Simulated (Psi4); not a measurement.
CH₄N, doublet, geometry from GFN2-xTB; MP3/def2-TZVP in Psi4.

Here is a job for Psi4.
```
memory 2 GB

molecule {
0 2
C     0.05090308    0.60657921    0.04088531
N     0.00214245   -0.78641762    0.06273665
H    -0.95624751    1.05804230    0.01396982
H    -0.49330169   -1.14841740   -0.75166274
H     0.58554129    0.96413175    0.92219723
H     0.54359232    0.99169139   -0.86897269
}

set {
  basis def2-tzvp
  reference uhf
  freeze_core true
}

energy('mp3')
print_variables()
```

It wrote (shortened):

```
    Information: MP3 default algorithm changed to DF in August 2020. Use `set mp_type conv` for previous behavior.
    For method 'MP3', SCF Algorithm Type (re)set to DISK_DF.

   => Loading Basis Set <=

    Name: DEF2-TZVP
    Role: ORBITAL
    Keyword: BASIS

         ---------------------------------------------------------
                                   SCF
               by Justin Turney, Rob Parrish, Andy Simmonett
                          and Daniel G. A. Smith
                              UHF Reference
         ---------------------------------------------------------

  ==> Geometry <==

    Molecular point group: c1
    Full point group: C1

    Geometry (in Angstrom), charge = 0, multiplicity = 2:

       Center              X                  Y                   Z               Mass
    ------------   -----------------  -----------------  -----------------  -----------------
         C            0.040318041931     0.668284120913     0.018267715154    12.000000000000
         N           -0.008442588069    -0.724712709087     0.040119055154    14.003074004430
         H           -0.966832548069     1.119747210913    -0.008647774846     1.007825032230
         H           -0.503886728069    -1.086712489087    -0.774280334846     1.007825032230
         H            0.574956251931     1.025836660913     0.899579635154     1.007825032230
         H            0.533007281931     1.053396300913    -0.891590284846     1.007825032230

  Running in c1 symmetry.

  Rotational constants: A =      4.22021  B =      0.88883  C =      0.84697 [cm^-1]
  Rotational constants: A = 126518.85539  B =  26646.38034  C =  25391.60469 [MHz]
  Nuclear repulsion =   36.728879631624750

  Charge       = 0
  Multiplicity = 2
  Electrons    = 17
  Nalpha       = 9
  Nbeta        = 8

  ==> Algorithm <==

  SCF Algorithm Type is DISK_DF.
  DIIS enabled.
  MOM disabled.
  Fractional occupation disabled.
  Guess Type is SAD.
  Energy threshold   = 1.00e-08
  Density threshold  = 1.00e-08
  Integral threshold = 1.00e-12

  ==> Primary Basis <==

  Basis Set: DEF2-TZVP
    Blend: DEF2-TZVP
    Number of shells: 38
    Number of basis functions: 86
    Number of Cartesian functions: 96
    Spherical Harmonics?: true
    Max angular momentum: 3

   => Loading Basis Set <=

    Name: (DEF2-TZVP AUX)
    Role: JKFIT
    Keyword: DF_BASIS_SCF

  ==> Integral Setup <==

  ==> DiskDFJK: Density-Fitted J/K Matrices <==

    J tasked:                  Yes
    K tasked:                  Yes
    wK tasked:                  No
    Integrals threads:           1
    Algorithm:                Core
    Integral Cache:           SAVE
    Schwarz Cutoff:          1E-12
    Fitting Condition:       1E-10

   => Auxiliary Basis Set <=

  Basis Set: (DEF2-TZVP AUX)
    Blend: DEF2-UNIVERSAL-JKFIT
    Number of shells: 74
    Number of basis functions: 224
    Number of Cartesian functions: 262
    Spherical Harmonics?: true
    Max angular momentum: 4

  Minimum eigenvalue in the overlap matrix is 1.1732609769E-03.
  Reciprocal condition number of the overlap matrix is 1.6538002965E-04.
    Using symmetric orthogonalization.

  ==> Pre-Iterations <==

  SCF Guess: Superposition of Atomic Densities via on-the-fly atomic UHF (no occupation information).

   -------------------------
    Irrep   Nso     Nmo
   -------------------------
     A         86      86
   -------------------------
    Total      86      86
   -------------------------

  ==> Iterations <==

                           Total Energy        Delta E     RMS |[F,P]|

   @DF-UHF iter SAD:   -93.90257323532380   -9.39026e+01   0.00000e+00
   @DF-UHF iter   1:   -94.52216429910821   -6.19591e-01   4.37470e-03 DIIS/ADIIS
   @DF-UHF iter   2:   -94.60598666238488   -8.38224e-02   2.25186e-03 DIIS/ADIIS
   @DF-UHF iter   3:   -94.62572716773958   -1.97405e-02   6.15711e-04 DIIS/ADIIS
   @DF-UHF iter   4:   -94.63016411814888   -4.43695e-03   2.01276e-04 DIIS/ADIIS
[...]
  @DF-UHF Final Energy:   -94.63076360981098
    Total Energy =                        -94.6307636098109839
  DIE_IF_NOT_CONVERGED          => (empty)
[...]
  RELATIVISTIC                  => (empty)
  REMP_A                        => (empty)
  RESTRICTED_DOCC               => (empty)
  RESTRICTED_UOCC               => (empty)
  RMS_MOGRAD_CONVERGENCE        => (empty)
  R_CONVERGENCE                 => (empty)
  SCF_TYPE                      => DISK_DF         !
  SCREENING                     => (empty)
  SCS_TYPE                      => (empty)
  SOCC                          => (empty)
  SOS_TYPE                      => (empty)
  TRIPLES_IABC_TYPE             => (empty)
  WFN                           => (empty)
  WFN_TYPE                      => DF-OMP3         !
  WRITER_FILE_LABEL             => (empty)
  ZORA_BASIS_TOLERANCE          => (empty)
  ZORA_NR_DEBUG                 => (empty)
  ZORA_PRUNING_SCHEME           => (empty)
  ZORA_RADIAL_POINTS            => (empty)
  ZORA_SPHERICAL_POINTS         => (empty)

	For this residual convergence, default PCG convergence is:     1.00e-07
	For this energy convergence, default residual convergence is:     3.16e-07

 ==============================================================================
 ==============================================================================
 ==============================================================================

                     DF-MP3
              Program Written by Ugur Bozkaya
              Latest Revision September 9, 2017

 ==============================================================================
 ==============================================================================
 ==============================================================================

	MO spaces...

	 FC   AOCC   BOCC  AVIR   BVIR   FV
	------------------------------------------
	  2     7     6    77     78     0

	Number of basis functions in the DF-CC basis: 212

	Total memory requirement for DF+CC int:     19.41 MB

	Computing DF-MP2 energy ...
	=======================================================================
	Nuclear Repulsion Energy (a.u.)    :    36.72887963162475
	DF-HF Energy (a.u.)                :   -94.63076360981098
	REF Energy (a.u.)                  :   -94.63076360981098
	Alpha-Alpha Contribution (a.u.)    :    -0.04512081418196
	Alpha-Beta Contribution (a.u.)     :    -0.26629169979871
	Beta-Beta Contribution (a.u.)      :    -0.03130270848034
	Scaled_SS Correlation Energy (a.u.):    -0.02547450755410
	Scaled_OS Correlation Energy (a.u.):    -0.31955003975845
	DF-SCS-MP2 Total Energy (a.u.)     :   -94.97578815712353
	DF-SOS-MP2 Total Energy (a.u.)     :   -94.97694281954931
	DF-SCS(N)-MP2 Total Energy (a.u.)  :   -94.76526900969664
	DF-MP2 Correlation Energy (a.u.)   :    -0.34271522246102
	DF-MP2 Total Energy (a.u.)         :   -94.97347883227199
	=======================================================================

	=======================================================================
	================ MP3 FINAL RESULTS ====================================
	=======================================================================
	Nuclear Repulsion Energy (a.u.)    :    36.72887963162475
	SCF Energy (a.u.)                  :   -94.63076360981098
	REF Energy (a.u.)                  :   -94.63076360981098
	Alpha-Alpha Contribution (a.u.)    :    -0.04450215198398
	Alpha-Beta Contribution (a.u.)     :    -0.29514525257210
	Beta-Beta Contribution (a.u.)      :    -0.03058123665099
	3rd Order Energy (a.u.)            :    -0.02751341874605
	DF-MP2.5 Correlation Energy (a.u.) :    -0.35647193183404
	DF-MP2.5 Total Energy (a.u.)       :   -94.98723554164502
	DF-MP3 Correlation Energy (a.u.)   :    -0.37022864120707
	DF-MP3 Total Energy (a.u.)         :   -95.00099225101805
	=======================================================================

  Variable Map:
  ----------------------------------------------------------------------------
[...]
  Array Variable Map:
  ----------------------------------------------------------------------------
[...]
[...]
```
